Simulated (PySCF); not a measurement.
Compound: C₇H₈O₂.
Cartesian coordinates in Å at the PBE0-D3(BJ)/def2-SVP level; atoms count from 1:
```xyz
17
C7H8O2 angstrom
C      3.207    0.604   -0.238
C      2.007    0.448   -0.243
C      0.561    0.266   -0.221
C      0.136   -1.086    0.351
C     -1.379   -1.191    0.301
C     -2.145    0.043    0.733
O     -3.307    0.013    1.018
O     -1.504    1.228    0.712
C     -0.098    1.364    0.609
H      4.273    0.739   -0.242
H      0.185    0.345   -1.258
H      0.500   -1.159    1.390
H      0.604   -1.911   -0.206
H     -1.764   -2.028    0.899
H     -1.713   -1.385   -0.734
H      0.081    2.353    0.165
H      0.338    1.366    1.623
```

Level: wB97X-D/def2-SVPD in PySCF, non-relativistic, on one gas-phase PBE0-D3(BJ)/def2-SVP geometry that isn't relaxed in the solvent. The solvent is an IEF-PCM continuum (van der Waals radii × 1.2). Only the electrostatic response of the medium enters.

Gas phase at wB97X-D/def2-SVPD: HOMO -9.88 eV, LUMO 1.61 eV, dipole 4.40 D.

What does the continuum do to the energy, the frontier levels and the dipole at wB97X-D/def2-SVPD in dichloromethane and methanol?

```
        solvent      ε  E(solvent) − E(gas) (kcal/mol)  polarisation term (kcal/mol)  distortion of the solute (kcal/mol)  HOMO (eV)  LUMO (eV)  dipole (D)
dichloromethane   8.93                           -8.87                        -10.29                                 1.42      -9.92       1.66        5.35
       methanol  32.61                          -10.20                        -12.09                                 1.89      -9.91       1.66        5.48
```

The first energy column is the sum of the next two and covers electrostatics alone. The atom shares or the degeneracy of the HOMO differ from the gas phase in dichloromethane and methanol, so that column needn't follow one orbital. From dichloromethane to methanol the lowering changes by a factor 1.15, Onsager's factor (ε − 1)/(2ε + 1) by 1.14 and ε itself by 3.7.

Which radius a makes the point-dipole formula ΔE = −[(ε − 1)/(2ε + 1)]·μ²/a³ give the value in methanol, with the gas-phase dipole?

μ = 1.729 au and |ΔE| = 0.01626 Eh give a = 2.35 Å; the farthest nucleus lies 4.37 Å from the centroid of the nuclei, so such a sphere wouldn't even hold the nuclei. The formula assumes a rigid point dipole at the centre of a sphere.

Give the dipole vector in the frame of the coordinates (D, pointing from negative to positive charge), gas and methanol.

Gas (4.11, -1.12, -1.07), solvent (5.09, -1.48, -1.40). Its length changes by +25 % and its direction by 1°.

How does the static polarisability (wB97X-D/def2-SVPD, frozen core, with the continuum's full static response) change?

| medium | isotropic (au) | principal values (au) | ⟨r²⟩ of the electrons (bohr²) |
| --- | --- | --- | --- |
| gas | 84.9 | 63.7, 75.0, 116.0 | 1301.0 |
| dichloromethane | 108.4 | 84.7, 97.3, 143.1 | 1302.4 |
| methanol | 112.7 | 89.6, 101.6, 147.0 | 1302.7 |

The isotropic value in methanol is 1.33 times the gas-phase one; no cavity-field correction is applied. ⟨r²⟩ is taken about the centre of nuclear charge.

Note: wB97X-D ran without an empirical dispersion term, which enters the total energy and its gradient alone.
